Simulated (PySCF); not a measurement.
## CaF⁺ from Hartree–Fock to correlated methods

State: ¹Σ⁺ (singlet), closed shell. Set-up: basis Ca aug-pcseg-1, F aug-pcseg-1; no relativity; PySCF 2.14. De refers to Ca⁺ + F in their high-spin ground configurations, without counterpoise correction. A positive dipole points towards F; it is taken about the centre of mass and depends on that origin.

```
      Level  Re (Å)  ωe (cm⁻¹)  De (eV)  μ (D)  CPU s a point (SCF and correlation, without the integrals)
        RHF   1.928        685     3.89  -9.60                                                       0.092
    RHF-MP2   1.928        667     5.95    n/a                                                        0.14
RHF-SCS-MP2   1.931        666     5.78    n/a                                                         n/a
   RHF-CCSD   1.930        671     5.55    n/a                                                         n/a
RHF-CCSD(T)   1.930        669     5.64    n/a                                                         2.4
        LDA   1.856        725     7.16  -7.64                                                        0.41
        PBE   1.884        692     6.40  -7.86                                                        0.61
     r²SCAN   1.885        703     6.32  -8.17                                                         0.9
    r²SCANh   1.885        706     6.14  -8.31                                                           1
       PBE0   1.882        704     5.97  -8.31                                                         1.1
  BHandHLYP   1.894        704     5.43  -8.79                                                        0.53
      ωB97X   1.893        698     6.36  -8.60                                                        0.83
```

(1) Which functional lies closest to RHF-CCSD(T) in De, which farthest, and by how much do they differ from it?

(2) What does a quarter of exact exchange do here, going from PBE to PBE0?

(3) What does the step from GGA to meta-GGA do here, going from PBE to r²SCAN?

Correlated steps freeze 6 core orbitals. Correlated levels converge slowly with the basis: in double zeta they bind strong bonds too weakly, by up to about 1 eV, and carry superposition errors of some tenths. For an ion De counts to the pair picked by the measured ionisation energies or electron affinities, which need not be the lowest pair at this level. Where the molecule has an RHF reference, its open-shell atoms are computed with UHF.

The whole job (state search and all levels along the bond) took about 1.9 min on 1 thread of Arm Neoverse V1 (shared host), peak memory 0.72 GiB.

Results:

(1) Closest is BHandHLYP (-3.6 pm in Re, +5.2 % in ωe, -0.21 eV in De against RHF-CCSD(T) in the same basis), farthest LDA (-7.4 pm in Re, +8.4 % in ωe, +1.52 eV in De). CCSD(T) converges more slowly with the basis than the functionals do and binds too weakly in this one, so the order can change at the basis-set limit.

(2) PBE0 less PBE: -0.2 pm in Re, +1.7 % in ωe, -0.43 eV in De. Exact exchange removes part of the self-interaction that spreads semilocal densities, and in most molecules shortens and stiffens the bond and lowers De; so it does here.

(3) r²SCAN less PBE: +0.1 pm in Re, +1.6 % in ωe, -0.08 eV in De.
